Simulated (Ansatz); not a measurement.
Coupled-cluster run, FH₆NOSiSn, SMILES `[NH2][SnH]([OH])[SiH2]F`.

```yaml
crystal:
  periodic: [false, false, false]
  atoms:
    - {symbol: N, position_ang: [-1.069624, 1.593423, -0.706755]}
    - {symbol: Sn, position_ang: [-0.138246, -0.202481, -0.751657]}
    - {symbol: O, position_ang: [1.626142, 0.194413, -1.534964]}
    - {symbol: Si, position_ang: [0.447657, -1.179170, 1.560597]}
    - {symbol: F, position_ang: [0.469900, 0.049029, 2.597366]}
    - {symbol: H, position_ang: [-0.973700, 2.104859, 0.160268]}
    - {symbol: H, position_ang: [-2.049757, 1.566333, -0.953887]}
    - {symbol: H, position_ang: [-1.028039, -1.177414, -1.843810]}
    - {symbol: H, position_ang: [1.581011, 0.963104, -2.110246]}
    - {symbol: H, position_ang: [1.781884, -1.826469, 1.573758]}
    - {symbol: H, position_ang: [-0.581927, -2.142526, 2.029829]}
basis:
  gaussian: {orbitals: def2-TZVPP}
correlation: {method: ccsd_t}
```

```sh
$ ansatz run in.yaml --threads 2 --pin off --events-out ev --progress --plain --max-ram 22528MiB --backend cuda --devices 0, --max-vram 18GiB
```

Log, shortened:

```
Functional definition: HF
  name "HF"
  cite "Fock, Z. Phys. 61, 126 (1930) doi:10.1007/BF01340294"
  parent pbe
  exchange = exact_x
  correlation = 0
1776 factors; integrals over basis functions are off by at most 8.1e-4 eV
mean field evaluation 1: about -19985.9827 eV, gradient 5.8e1 eV
mean field evaluation 2: about -19986.2121 eV, gradient 5.8e1 eV
mean field evaluation 4: about -19992.8507 eV, gradient 3.7e0 eV
mean field evaluation 8: about -19992.9327 eV, gradient 4.3e-1 eV
mean field evaluation 16: about -19992.9333 eV, gradient 2.3e-6 eV
mean field -19992.93328613 eV, -734.7267465684 hartree, gradient 2.3e-6 eV, S^2 0.000000; 0 other end points of the search recorded, 0 dependent functions left out
12 core orbitals not correlated: weight in the atoms' cores, before any rotation towards them, 1.000 or more for the frozen orbitals, at most 0.000 for the correlated occupied ones
reference -19992.93328613 eV, -734.7267465684 hartree; 21, 21 occupied and 236, 236 virtual orbitals, 1776 factors
second order -31.59512609 eV of doubles, -0.00000000 eV of singles
cycle   1  -31.30985476 eV  change    2.9e-1 eV  update   1.3e-1
cycle   2  -32.05463724 eV  change   -7.4e-1 eV  update   3.9e-2
cycle   3  -32.23144575 eV  change   -1.8e-1 eV  update   2.1e-2
cycle   4  -32.21306212 eV  change    1.8e-2 eV  update   5.3e-3
cycle   5  -32.20880078 eV  change    4.3e-3 eV  update   2.6e-3
cycle   6  -32.21038983 eV  change   -1.6e-3 eV  update   9.2e-4
cycle   7  -32.21024279 eV  change    1.5e-4 eV  update   4.1e-4
cycle   8  -32.21001571 eV  change    2.3e-4 eV  update   1.4e-4
cycle   9  -32.21007227 eV  change   -5.7e-5 eV  update   5.8e-5
cycle  10  -32.21011121 eV  change   -3.9e-5 eV  update   2.1e-5
perturbative correction -1.06578026 eV, -0.0391667020 hartree
Total energy: -20026.20917760 eV, -735.9496130247 hartree
```

Hardware: 2 threads of an AMD EPYC 7R13 on a shared host and a share of an NVIDIA H100 80 GB. Wall time 3.3 s, peak host memory 0.82 GiB.

The correlation energy is -33.276 eV, 3.2 % of it from (T); the T1 diagnostic reads 0.0134.
